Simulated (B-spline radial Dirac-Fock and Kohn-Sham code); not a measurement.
# Auger decay of the 3p3/2 hole in Tc³⁺

System: the Tc³⁺ ion, [Kr] 4d4, inside a Watson sphere of charge -3 and radius 2.4 Å (a model of the Madelung potential; inside it an electron's potential energy is raised by 18.0 eV).

Input file task.json (cfg lists n, l and occupation; rrms is the nuclear radius in fm):

```json
{"items": [{
  "Z": 43,
  "q": 3,
  "cfg": [[1, 0, 2], [2, 0, 2], [2, 1, 6], [3, 0, 2], [3, 1, 6], [3, 2, 10], [4, 0, 2], [4, 1, 6], [4, 2, 4]],
  "A": 97,
  "rrms": 4.4112,
  "watson": [-3, 2.4],
  "do": ["binding", "quiet", "decay"],
  "holes": ["K", "L1", "L2", "L3", "M1", "M2", "M3", "M4", "M5", "N1", "N2", "N3"]
}]}
```

Launch: `python xray_run.py task.json out`

These are calculated numbers from a radial B-spline solver; the model is one-electron (LDA, Dirac) transition rates at Dirac-Fock energies. Kinetic energies are configuration averages from the vacuum level; the two-hole energies are estimated from single-hole states.

```csv
transition,kinetic energy (eV),width (meV),share (%)
M3-M4N1,51.59,118,3.4
M3-M5N1,55.25,573,16.4
M3-M4N2,84.37,81.5,2.3
M3-M4N3,87.50,572,16.4
M3-M5N2,87.79,539,15.5
M3-M5N3,91.27,1210,34.8
M3-M4N4,133.2,16.3,0.5
M3-M4N5,133.3,10.7,0.3
M3-M5N4,136.6,42.4,1.2
M3-M5N5,137.1,95.5,2.7
M3-N1N3,275.9,40.6,1.2
M3-N2N3,306.5,42.8,1.2
M3-N3N3,309.3,64.7,1.9
M3-N3N4,353.8,27.2,0.8
M3-N3N5,354.5,37.6,1.1
```

Coster-Kronig rates are the weakest part of this model and often come out 1.5 to 2.5 times too large. The listed channels hold 100 % of the non-radiative rate. Summed by principal shells, of 3.48 eV in all: MMN 93.6 %, MNN 6.4 %.
